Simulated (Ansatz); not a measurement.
# Reading a saddle point

A first-order saddle point of SiN2H10O, singlet, PBE0-D4/def2-TZVP, with one imaginary mode of 407i cm⁻¹:

```xyz
14
angstrom
Si -0.5357 0.0573 -0.9666
H -0.4081 -1.4089 -0.2298
H 0.3058 -0.4916 -2.0867
H -2.0224 -0.1269 -1.0217
N -0.4042 1.7657 -1.5769
H 0.6300 -0.2048 1.4285
O 0.1198 0.6739 0.5715
H 0.3112 -1.7241 1.0330
N 0.8145 -1.2741 1.8514
H -0.1427 1.8290 -2.5503
H -1.2105 2.3604 -1.4349
H 0.4124 1.5709 0.3624
H 1.7853 -1.5585 1.8933
H 0.3447 -1.4685 2.7269
```

Ansatz 0.2.0; basis: def2-TZVPP and def2-QZVPP; cores frozen in the correlated methods. Extrapolation: Hartree–Fock as exp(−7.88 √X), correlation as X^−2.97.

Problem. Which contacts change along the imaginary mode, and what lies on either side? (A judgement: the text doesn't fix the answer.)

Solution. By the calculation: The step is SiNH₅ ([NH2][SiH3]) + H₂O + NH₃ → SiNH₅O ([NH2][SiH2][OH]) + NH₃ + H₂, with the molecules in contact on both sides. Shortening one way: Si1–O7, H2–H8, H6–N9; lengthening the same way: Si1–H2, H6–O7, H8–N9.
| pair | one side (Å) | saddle (Å) | other side (Å) |
| --- | --- | --- | --- |
| Si1–O7 | 3.85 | 1.78 | 1.66 |
| H2–H8 | 3.26 | 1.49 | 0.75 |
| H6–N9 | 1.86 | 1.16 | 1.01 |
| Si1–H2 | 1.49 | 1.65 | 3.98 |
| H6–O7 | 0.98 | 1.33 | 2.24 |
| H8–N9 | 1.02 | 1.06 | 2.60 |

Problem. Which side is lower, and how far does the saddle lie above each? (An estimate is asked for; the value comes from the calculation.)

Solution. By the calculation: The side with Si1–O7, H2–H8, H6–N9 short is lower by 0.539 eV; the saddle lies 1.856 eV above it and 1.318 eV above the other (CCSD(T) at an estimated basis limit (MP2 extrapolated from triple and quadruple zeta, plus CCSD(T) − MP2 in triple zeta); electronic energies).

T1 diagnostic: at most 0.011.

Labels in which every atom is bracketed show which atoms are joined, not bond orders.

For scale, one of the runs: CCSD(T)/def2-TZVPP, 275 basis functions, launched by `ansatz run in.yaml --threads 8 --pin off --events-out ev --progress --plain --max-ram 19148MiB`. Hardware: 8 CPU threads of an Arm Neoverse V2, shared host. Wall time 83 s; peak host memory 7.7 GiB.
